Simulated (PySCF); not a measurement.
**Exact simulation of a proton spin system**

Molecule: `O(B(OC)OC)C(F)F`, C$_{3}$H$_{7}$BF$_{2}$O$_{3}$.

Molfile (atoms numbered from 1):
```
C3H7BF2O3
     RDKit          3D

 16 15  0  0  0  0  0  0  0  0999 V2000
    1.6820   -1.7530    0.1013 C   0  0  0  0  0  0  0  0  0  0  0  0
    0.3528   -1.3208   -0.0590 O   0  0  0  0  0  0  0  0  0  0  0  0
    0.0242   -0.0088   -0.1019 B   0  0  0  0  0  0  0  0  0  0  0  0
    0.9659    0.9560   -0.0482 O   0  0  0  0  0  0  0  0  0  0  0  0
    0.6716    2.3307   -0.0803 C   0  0  0  0  0  0  0  0  0  0  0  0
   -1.3072    0.3408   -0.2294 O   0  0  0  0  0  0  0  0  0  0  0  0
   -2.2976   -0.5849   -0.2140 C   0  0  0  0  0  0  0  0  0  0  0  0
   -3.3318   -0.0963   -0.9085 F   0  0  0  0  0  0  0  0  0  0  0  0
   -2.7156   -0.7801    1.0502 F   0  0  0  0  0  0  0  0  0  0  0  0
    2.4013   -0.9615   -0.1566 H   0  0  0  0  0  0  0  0  0  0  0  0
    1.8520   -2.6237   -0.5485 H   0  0  0  0  0  0  0  0  0  0  0  0
    1.8552   -2.0611    1.1449 H   0  0  0  0  0  0  0  0  0  0  0  0
   -0.3816    2.5192   -0.3351 H   0  0  0  0  0  0  0  0  0  0  0  0
    0.8847    2.7787    0.9033 H   0  0  0  0  0  0  0  0  0  0  0  0
    1.3168    2.8172   -0.8270 H   0  0  0  0  0  0  0  0  0  0  0  0
   -1.9878   -1.5541   -0.6378 H   0  0  0  0  0  0  0  0  0  0  0  0
  1  2  1  0
  2  3  1  0
  3  4  1  0
  4  5  1  0
  3  6  1  0
  6  7  1  0
  7  8  1  0
  7  9  1  0
  1 10  1  0
  1 11  1  0
  1 12  1  0
  5 13  1  0
  5 14  1  0
  5 15  1  0
  7 16  1  0
M  END
```

[PySCF: geometry from PBE0-D3(BJ)/def2-SVP; σ from GIAO-CAM-B3LYP/pcSseg-1; J couplings at B3LYP/pcJ-1 (spin–dipole term only in couplings to heteroatoms); single conformer; one averaged value for each set of equivalent atoms; gas phase; relativity neglected]

References, each an isolated molecule treated in the same way: TMS for 1H.

Shifts (ppm): F8/F9 -82.6, H16 6.47.
Couplings (Hz): F8–F9: 121.9; F8–H16, F9–H16: 85.1.

The 3-spin Hamiltonian (Zeeman plus full scalar coupling among like nuclei) was diagonalised exactly; lines are Lorentzian, 0.5 Hz wide, and the maxima above 3 % are listed with the tallest set to 100.

Problem. Give the 1H peak list of this spin system at 100 MHz.

Solution. 
```json
{"Hz": "732.1", "ppm": "7.321", "height": "50"}
{"Hz": "647.0", "ppm": "6.470", "height": "100"}
{"Hz": "561.9", "ppm": "5.619", "height": "50"}
```

Problem. And at 500 MHz?

Solution. 
Hz from δ = 0 (height): 3320.1 (50), 3235.0 (100), 3149.9 (50)
